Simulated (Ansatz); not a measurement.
`Cl[Si](Cl)(Cl)[SeH]` + NH₃ → `N[Si](Cl)(Cl)Cl` + H₂Se at 400 K and 1 bar (ligand exchange at the Si–Se bond).

Gas-phase electronic energies from Ansatz, PBE0-D4/def2-TZVP geometries. CBS: MP2 limit from def2 TZ/QZ plus the TZ coupled-cluster correction, frozen cores. This one scheme is used for every species. For Se outer-core shells are correlated without core-valence functions, which leaves a few kJ/mol of doubt a bond. Scalar relativity is left out up to krypton. Each species was taken in one conformer, which may not be the lowest.

```json
{"species": "`Cl[Si](Cl)(Cl)[SeH]`", "CCSD(T)/CBS energy (Eh)": "-4069.90520", "H − E (kJ/mol)": "70.4", "S (J/(mol·K))": "411.4"}
{"species": "NH₃", "CCSD(T)/CBS energy (Eh)": "-56.50880", "H − E (kJ/mol)": "104.2", "S (J/(mol·K))": "203.1"}
{"species": "`N[Si](Cl)(Cl)Cl`", "CCSD(T)/CBS energy (Eh)": "-1724.51858", "H − E (kJ/mol)": "115.8", "S (J/(mol·K))": "391.9"}
{"species": "H₂Se", "CCSD(T)/CBS energy (Eh)": "-2401.89790", "H − E (kJ/mol)": "49.4", "S (J/(mol·K))": "229.5"}
```

H − E and S are ideal-gas, rigid-rotor, harmonic terms from PBE0-D4/def2-TZVP, for one conformer and one mirror image of each species. 1 Eh = 2625.50 kJ/mol, R = 8.31446 J/(mol·K).

Question: By hand: ΔE, ΔH, ΔS and ΔG.

Answer: ΔE = (-1724.51858) + (-2401.89790) − (-4069.90520) − (-56.50880) = -0.00248 Eh = -6.5 kJ/mol. Δ(H − E) = 115.8 + 49.4 − 70.4 − 104.2 = -9.4, so ΔH = -15.9 kJ/mol. ΔS = 391.9 + 229.5 − 411.4 − 203.1 = 6.9 J/(mol·K). ΔG = -15.9 − 400 × (6.9)/1000 = -18.7 kJ/mol.

Question: By hand: the equilibrium constant, and the temperature at which ΔG would vanish if ΔH and ΔS stayed fixed.

Answer: log₁₀ K = −ΔG/(RT ln 10) = 2.4. ΔH and −TΔS have one sign here, so there is no such temperature.

The number of gas molecules stays the same, so ΔS is small and ΔH decides. A doubt of 5 kJ/mol in ΔE shifts log₁₀ K by 0.7 here. Other conformers and mirror images would add mixing entropy, several J/(mol·K) or more a flexible species. These are equilibria of isolated gas molecules and say nothing of rates. Largest T1 diagnostic: 0.009 (customary marks: 0.02 for closed shells, 0.045 for open ones).

ΔS is within the doubt of such terms, so its sign, and with it that verdict, could turn.
